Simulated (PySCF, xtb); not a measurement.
Zn(Br)(SiH3) (BrH₃SiZn), SMILES [SiH3][Zn][Br].

Harmonic wavenumbers (cm⁻¹) from xtb with GFN2-xTB at its own minimum, in rising order: 9, 9, 169, 301, 422, 422, 800, 804, 806, 2267, 2269, 2276.

Task: What does PBE0-D3(BJ)/def2-SVP (PySCF 2.14.0) give at its own minimum? (The exact figures need the calculation; the answer reports its results.)

Result: 75, 75, 243, 382, 456, 456, 854, 930, 930, 2213, 2225, 2225. Paired by order, the mean absolute difference is 68 cm⁻¹ and the zero-point energies are 15.1 and 15.8 kcal/mol.
